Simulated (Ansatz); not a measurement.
Isolated molecules relaxed with PBE0-D4/def2-TZVP in Ansatz; ΔE leaves out vibrations. CCSD(T)/CBS is the MP2 limit (def2-TZVPP, def2-QZVPP) plus CCSD(T) − MP2 in def2-TZVPP, frozen cores. This one scheme is used for every species. DFT in def2-TZVPP. B3LYP here is the variant with VWN-RPA as its local correlation; programs differ in this. One conformer a species, not always the lowest.

`[SiH3]C1BN1` + `C=C=C[SiH3]` → `C=C=C[SiH2][SiH3]` + `B1CN1`  (formal exchange of groups at the Si–C bond)

| level | ΔE (kJ/mol) | difference from CCSD(T)/CBS |
| --- | --- | --- |
| PBE-D4 | -18.4 | -12.1 |
| r2SCAN-D4 | -11.3 | -5.0 |
| PBE0-D4 | -16.3 | -10.0 |
| B3LYP-D4 | -8.4 | -2.1 |
| ωB97X-V | -7.8 | -1.5 |
| B2PLYP | -5.3 | 1.0 |
| PBE0 | -15.9 | -9.6 |
| B3LYP | -8.2 | -1.9 |
| SCS-MP2/def2-TZVPP | 0.0 | 6.3 |
| CCSD/def2-TZVPP | -6.2 | 0.1 |
| CCSD(T)/def2-TZVPP | -6.7 | -0.4 |
| HF/def2-QZVPP | 0.6 | 6.9 |
| MP2/def2-QZVPP | -0.8 | 5.5 |
| SCS-MP2/def2-QZVPP | 0.3 | 6.6 |
| MP2/CBS(def2) | -0.8 | 5.5 |
| CCSD/CBS(def2) | -5.8 | 0.5 |
| CCSD(T)/CBS | -6.3 | 0 |

Largest T1 diagnostic among the species: 0.014.
